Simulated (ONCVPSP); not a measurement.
**What one change does to a pseudopotential (Tl, ONCV)**

Tl, optimised norm-conserving Vanderbilt (ONCV), made with ONCVPSP 4.0.1 (PBE, fully relativistic). Core [Xe] 4f14 5d10, reference 6s2 6p1. Waves: 6s: rc 2.10 bohr, ncon 4, nbas 8, qcut 3.2 1/bohr, 1 projector; 6p: rc 3.00 bohr, ncon 4, nbas 7, qcut 2.4 1/bohr, 2 projectors, debl 3.2 Ha. Local part: polynomial inside 1.35 bohr (lpopt 5, dvloc0 -1 Ha). Core correction: Teter function, fcfact 3.75, rcfact 1.05.

Open shells are filled in proportion to 2j + 1.

All-electron outer shells of the reference configuration (PBE, scalar-relativistic, ld1.x):

| shell | level (eV) | outermost node (bohr) | outermost maximum (bohr) |
| --- | --- | --- | --- |
| 5p | -76.10 | 0.50 | 0.91 |
| 5d | -15.49 | 0.53 | 1.11 |
| 6s | -9.55 | 1.04 | 2.08 |
| 6p | -2.37 | 1.23 | 2.91 |

Change: core correction Teter function, fcfact 3.75, rcfact 1.28.

Cutoffs: the cutoffs (Ha) at which the residual kinetic energy of the hardest occupied pseudo-wave falls to 1 and 0.1 mHa per electron; they do not see the model core or the augmentation charge, which bear on the density cutoff. Errors are all-electron minus pseudo energies relative to the spin-unpolarised reference configuration.

Q: How do hardness, ghosts and transferability respond?

A: The potential gets neither clearly harder nor softer (6.5 Ha and 31 Ha → 6.5 Ha and 31 Ha); both files keep a bound ghost (s); of the 3 tests that both files solve, the error grows in 0 and shrinks in 3 by more than 15 % and 0.3 meV (median size 37.0 → 5.8 meV). That the errors move this way runs against the usual rule that smaller radii transfer better. A model core, the more so a compact one, raises the density cutoff, which this test does not measure.

```csv
quantity,base,changed
"cutoff, loose",6.5 Ha,6.5 Ha
"cutoff, tight",31 Ha,31 Ha
bound ghosts,s,s
GHOST(+) flags under 300 eV,"p3/2 at 10.1 eV, p1/2 at 25.5 eV","p3/2 at 10.1 eV, p1/2 at 25.5 eV"
tests with a reliable result,3 of 4,3 of 4
"error for 6s2 6p0, meV [ΔE 5.27 eV]",+37,-7.9
"error for 6s2 6p0.5, meV [ΔE 1.90 eV]",+7.9,-0.8
"error for 6s0 6p3, meV [ΔE 14.95 eV]",+70,-5.8
s: phases at 2.13 bohr within 0.05 rad from the reference energy up to (Ha; the scan ends near 5),1.1,1.1
p3/2: phases at 3.04 bohr within 0.05 rad from the reference energy up to (Ha; the scan ends near 5),n/a,n/a
p1/2: phases at 3.04 bohr within 0.05 rad from the reference energy up to (Ha; the scan ends near 5),0.8,0.8
"rms error of d²Exc/dni dnj with the model core, mHa",9.17,5.73
```

Base: The cutoffs count occupied waves only; projector 2 of the p channel, the hardest unoccupied one, needs 20 Ha at the loose tolerance. Changed file: The cutoffs count occupied waves only; projector 2 of the p channel, the hardest unoccupied one, needs 20 Ha at the loose tolerance. A true bound ghost makes a file unfit for plane-wave use even where its test errors are small: the radial tests pick states by their node count and pass the ghost by.
